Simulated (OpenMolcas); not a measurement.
# Mn2+: ligand-field states by method

Mn2+ with 6 ligands (fluoride) in octahedral coordination (Oh) at 2.26 Å. A charge of +0.667 e stands 3.2 Å behind each ligand. Ligand basis ANO-RCC-VDZP.

| Quantity | Value |
| --- | --- |
| Program | OpenMolcas |
| Basis | ANO-RCC-VTZP [6s5p3d2f1g] |
| Scalar Hamiltonian | DKH2, point nucleus |
| Active space | 5 electrons in 5 orbitals (3d) |
| State averaging | 2S+1 = 6 even, 1 root; 2S+1 = 4 even, 24 roots; 2S+1 = 2 even, 75 roots |
| Spin-orbit coupling | state interaction with AMFI integrals over the reference wave functions |

I. CASSCF
II. SS-CASPT2, IPEA 0.25 Eh, imaginary shift 0.1 Eh (closed shells correlated: 3s 3p and the ligand valence shells)

Spin-free states (labels of O, the rotations of Oh) in cm-1, each column counted from its own energy of the first state listed:

```csv
State,Degeneracy,I,II
6A1,1,0,0
4T1,3,29542,24840
4T2,3,31349,26080
4E,2,31834,26830
4A1,1,31930,27140
4T2,3,38736,31230
4T1,3,38894,34350
4E,2,39684,32440
2T2,3,41923,35230
2A2,1,43402,36520
2T1,3,43724,37260
2T2,3,44190,37320
2E,2,44721,38290
2A1,1,45304,39150
2T2,3,48547,39750
2E,2,49927,40590
2T1,3,51603,42180
4T1,3,53136,44240
2T2,3,53340,44640
2A2,1,53561,45840
```

From I to II, I's first state of another spin (4T1) moves from 29542 to 24840 cm-1, by about -4700 cm-1.

I: A least-squares ligand-field fit to the states below 45000 cm-1, each weighted by its degeneracy and with a free common offset, gives 10Dq = 4341 cm-1, B = 1121 cm-1 and C = 4102 cm-1 (C/B = 3.66), with an rms deviation of 55 cm-1. The same method and metal basis give the free ion B = 1117 cm-1 (fit to its terms below 60000 cm-1, rms deviation 53 cm-1), so the nephelauxetic ratio is β = 1121 / 1117 = 1.00; it hangs on how both fits weigh the states, and computed free-ion B values tend to be too large, so β mixes covalency with correlation.

χT at 300 K: I 4.39, II 4.39 cm3 K/mol.

Roots that are degenerate in the reference are averaged as groups; the widest CASPT2 spread within a group is 140 cm-1 (the 2-fold group of multiplicity 2 near 50400 cm-1 above the lowest state of its run, II). Shifts and gaps below about the spread of the groups concerned are not significant. Over all roots computed the reference weight is 0.70 to 0.71 in II; a low but even weight reflects the number of correlated electrons. Ligand-to-metal charge-transfer states are missing. With no ligand orbital active B as a rule stays too high, so bands that hang on it stand too high and its fall with covalency is understated. Without dynamic correlation the repulsion within the d shell is too large (B by tens of per cent), so at a given field states of lower spin stand too high (holds for I). With metal d orbitals alone and no dynamic correlation the field as a rule comes out too small, by tens of per cent, by up to half for chloride and softer ligands (holds for I). These CASPT2 states fit no ligand-field parameters well, so their order and spin gaps are uncertain (holds for II). With one d shell and no ligand orbital active, 10Dq can be off by tens of per cent for divalent 3d ions, low with halides held by bare charges and at times high in hosts (holds for II). Free-ion shares, where given, are those of the reference states; single-state CASPT2 does not remix them (holds for II). The distance lies 6 % over the 2.14 Å that this model takes as the normal distance (a Shannon-type radius plus a fixed donor radius); by an R⁻⁵ law this alone changes a d-shell field by about -24 %. No measured value stands beside these numbers; the geometry is a model, was not optimised and need not be the one that this ion takes.
